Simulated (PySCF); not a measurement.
Stretching SbO

Set-up: basis Sb aug-cc-pVDZ-PP with ECP28, O aug-cc-pVDZ; scalar-relativistic core potentials; PySCF 2.14. Energies in eV from Sb + O in their ground configurations at the same level. State: ²Π (doublet), unpaired electrons π ↑.

All columns are B97-3. A positive dipole means Sb(−)O(+).

```json
{"R (Å)": "1.582", "E (eV)": "-1.913", "μ (D)": "-2.48", "Mulliken charge on Sb (basis-dependent)": "1.16", "HOMO (eV)": "-5.03", "LUMO (eV)": "-2.93", "Mayer bond order": "1.17", "⟨S²⟩": "0.75"}
{"R (Å)": "1.656", "E (eV)": "-3.000", "μ (D)": "-2.85", "Mulliken charge on Sb (basis-dependent)": "1.09", "HOMO (eV)": "-5.22", "LUMO (eV)": "-3.11", "Mayer bond order": "1.30", "⟨S²⟩": "0.75"}
{"R (Å)": "1.730", "E (eV)": "-3.593", "μ (D)": "-3.20", "Mulliken charge on Sb (basis-dependent)": "1.02", "HOMO (eV)": "-5.41", "LUMO (eV)": "-3.30", "Mayer bond order": "1.43", "⟨S²⟩": "0.75"}
{"R (Å)": "1.785", "E (eV)": "-3.802", "μ (D)": "-3.45", "Mulliken charge on Sb (basis-dependent)": "0.97", "HOMO (eV)": "-5.55", "LUMO (eV)": "-3.44", "Mayer bond order": "1.52", "⟨S²⟩": "0.75"}
{"R (Å)": "1.840", "E (eV)": "-3.861", "μ (D)": "-3.69", "Mulliken charge on Sb (basis-dependent)": "0.92", "HOMO (eV)": "-5.68", "LUMO (eV)": "-3.57", "Mayer bond order": "1.60", "⟨S²⟩": "0.75"}
{"R (Å)": "1.895", "E (eV)": "-3.806", "μ (D)": "-3.91", "Mulliken charge on Sb (basis-dependent)": "0.88", "HOMO (eV)": "-5.81", "LUMO (eV)": "-3.70", "Mayer bond order": "1.67", "⟨S²⟩": "0.75"}
{"R (Å)": "1.969", "E (eV)": "-3.602", "μ (D)": "-4.20", "Mulliken charge on Sb (basis-dependent)": "0.82", "HOMO (eV)": "-5.98", "LUMO (eV)": "-3.86", "Mayer bond order": "1.75", "⟨S²⟩": "0.76"}
{"R (Å)": "2.061", "E (eV)": "-3.206", "μ (D)": "-4.50", "Mulliken charge on Sb (basis-dependent)": "0.76", "HOMO (eV)": "-6.16", "LUMO (eV)": "-4.07", "Mayer bond order": "1.83", "⟨S²⟩": "0.77"}
{"R (Å)": "2.171", "E (eV)": "-2.616", "μ (D)": "-4.88", "Mulliken charge on Sb (basis-dependent)": "0.70", "HOMO (eV)": "-6.38", "LUMO (eV)": "-4.29", "Mayer bond order": "1.90", "⟨S²⟩": "0.76"}
{"R (Å)": "2.318", "E (eV)": "-1.755", "μ (D)": "-5.31", "Mulliken charge on Sb (basis-dependent)": "0.64", "HOMO (eV)": "-6.63", "LUMO (eV)": "-4.54", "Mayer bond order": "1.96", "⟨S²⟩": "0.76"}
```

A fit through these points gives, at Re = 1.838 Å, μ = -3.68 D and dμ/dR = -4.22 D/Å; the reduced mass is 14.13 u.

Q: How strong is the fundamental in the double-harmonic approximation, I = 42.26·(dμ/dR)²/μred km/mol?

A: I = 42.26·(-4.22)²/14.13 = 53.3 km/mol at B97-3.

Spin–orbit coupling is left out, which matters for elements this heavy, above all for dissociation energies. The state is the lowest determinant that a PBE0 search found; another state may lie lower at other levels.
